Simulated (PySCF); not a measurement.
Input file for PySCF: R-M06-2X/def2-TZVPP on BrH2InO (SMILES [OH][InH][Br]), a point of a torsion scan. Elements past Kr take the def2 small-core potentials; no spin–orbit coupling.

```python
from pyscf import gto, dft

mol = gto.M(
    atom='''
    O    -1.44622810   -0.29689676   -0.37779922
    In    0.29764888    0.44623669   -0.75850577
    Br    0.90568373    2.31642290    0.72707993
    H    -1.64869918   -0.67226200    0.47771705
    H     1.12534721   -0.08121353   -2.12592008
    ''',
    basis='def2-tzvpp',
    ecp={'In': 'def2-tzvpp'},
    charge=0, spin=0, verbose=4, max_memory=1800)
mf = dft.RKS(mol, xc='m062x').density_fit(auxbasis='def2-universal-jkfit')
mf.grids.level = 4
mf.conv_tol = 1e-9
mf.max_cycle = 150
mf.kernel()
mf.dip_moment()
```

Program output:

```
PySCF version 2.14.0

[INPUT] verbose = 4
[INPUT] num. atoms = 5
[INPUT] num. electrons = 66
[INPUT] charge = 0
[INPUT] spin (= nelec alpha-beta = 2S) = 0
[INPUT] symmetry False subgroup None
[INPUT] Mole.unit = angstrom
[INPUT] Symbol           X                Y                Z      unit          X                Y                Z       unit  Magmom
[INPUT]  1 O     -1.446228100000  -0.296896760000  -0.377799220000 AA   -2.732975022650  -0.561053563671  -0.713937055874 Bohr   0.0
[INPUT]  2 In     0.297648880000   0.446236690000  -0.758505770000 AA    0.562474864484   0.843265130832  -1.433368169202 Bohr   0.0
[INPUT]  3 Br     0.905683730000   2.316422900000   0.727079930000 AA    1.711494205175   4.377404869671   1.373981938368 Bohr   0.0
[INPUT]  4 H     -1.648699180000  -0.672262000000   0.477717050000 AA   -3.115589911995  -1.270391063952   0.902754389535 Bohr   0.0
[INPUT]  5 H      1.125347210000  -0.081213530000  -2.125920080000 AA    2.126598021943  -0.153471329309  -4.017406713913 Bohr   0.0

nuclear repulsion = 270.523695706956
number of shells = 55
number of NR pGTOs = 272
number of NR cGTOs = 157
basis = def2-tzvpp
ecp = {'In': 'def2-tzvpp'}


******** <class 'pyscf.df.df_jk.DFRKS'> ********
method = DFRKS
initial guess = minao
damping factor = 0
level_shift factor = 0
DIIS = <class 'pyscf.scf.diis.CDIIS'>
diis_start_cycle = 1
diis_space = 8
diis_damp = 0
SCF conv_tol = 1e-09
SCF conv_tol_grad = None
SCF max_cycles = 150
direct_scf = False
XC library pyscf.dft.libxc version 7.1.2
    S. Lehtola, C. Steigemann, M. J. T. Oliveira, and M. A. L. Marques,  SoftwareX 7, 1–5 (2018)
XC functionals = m062x
    Y. Zhao and D. G. Truhlar,  Theor. Chem. Acc. 120, 215 (2008)
    Y. Zhao and D. G. Truhlar,  Theor. Chem. Acc. 120, 215 (2008)
radial grids:
    Treutler-Ahlrichs [JCP 102, 346 (1995); DOI:10.1063/1.469408] (M4) radial grids

becke partition: Becke, JCP 88, 2547 (1988); DOI:10.1063/1.454033
pruning grids: <function nwchem_prune>
grids dens level: 4
symmetrized grids: False
atomic radii adjust function: <function treutler_atomic_radii_adjust>
small_rho_cutoff = 0
Set gradient conv threshold to 3.16228e-05
Initial guess from minao.
tot grids = 121992
******** <class 'pyscf.df.df.DF'> ********
auxbasis = def2-universal-jkfit
init E= -2806.84479370132
  HOMO = -0.596975283367311  LUMO = -0.437971159257791  gap/eV = 4.32672
cycle= 1 E= -2840.03052955744  delta_E= -33.2  |g|= 1.95  |ddm|= 46.6
  HOMO = -0.119186864738636  LUMO = 0.0331234825401683  gap/eV = 4.14458
cycle= 2 E= -2839.97479491949  delta_E= 0.0557  |g|= 2.19  |ddm|=  6.3
  HOMO = -0.337589588748364  LUMO = -0.0322356829965661  gap/eV = 8.30910
cycle= 3 E= -2840.73924166248  delta_E= -0.764  |g|= 0.269  |ddm|= 2.04
  HOMO = -0.339011882230969  LUMO = -0.0460949690498939  gap/eV = 7.97068
cycle= 4 E= -2840.74392734342  delta_E= -0.00469  |g|= 0.215  |ddm|= 0.281
  HOMO = -0.347397583968385  LUMO = -0.0461825286580171  gap/eV = 8.19648
cycle= 5 E= -2840.75179801989  delta_E= -0.00787  |g|= 0.0115  |ddm|= 0.17
  HOMO = -0.34692329951566  LUMO = -0.0461254607471312  gap/eV = 8.18513
cycle= 6 E= -2840.751817044  delta_E= -1.9e-05  |g|= 0.0036  |ddm|= 0.0146
  HOMO = -0.347307177715831  LUMO = -0.0461491808391014  gap/eV = 8.19493
cycle= 7 E= -2840.75181965002  delta_E= -2.61e-06  |g|= 0.000728  |ddm|= 0.00709
  HOMO = -0.347179518276935  LUMO = -0.0461797068540636  gap/eV = 8.19062
cycle= 8 E= -2840.75181980088  delta_E= -1.51e-07  |g|= 0.000221  |ddm|= 0.00124
  HOMO = -0.347202540850811  LUMO = -0.0461701083329873  gap/eV = 8.19151
cycle= 9 E= -2840.75181981651  delta_E= -1.56e-08  |g|= 5.38e-05  |ddm|= 0.000373
  HOMO = -0.347199992524409  LUMO = -0.046170808394276  gap/eV = 8.19142
cycle= 10 E= -2840.75181981776  delta_E= -1.25e-09  |g|= 1.3e-05  |ddm|= 8.88e-05
  HOMO = -0.347200018604446  LUMO = -0.0461712922151035  gap/eV = 8.19141
cycle= 11 E= -2840.75181981787  delta_E= -1.05e-10  |g|= 3.61e-06  |ddm|= 3.67e-05
  HOMO = -0.347200544950394  LUMO = -0.0461711890802748  gap/eV = 8.19143
Extra cycle  E= -2840.75181981787  delta_E= -5.46e-12  |g|= 2.47e-06  |ddm|= 7.21e-06
converged SCF energy = -2840.75181981787
Dipole moment(X, Y, Z, Debye):  0.87859, -1.70776, -0.40849
```

The run converged.

Cost: very roughly 17 core-seconds.
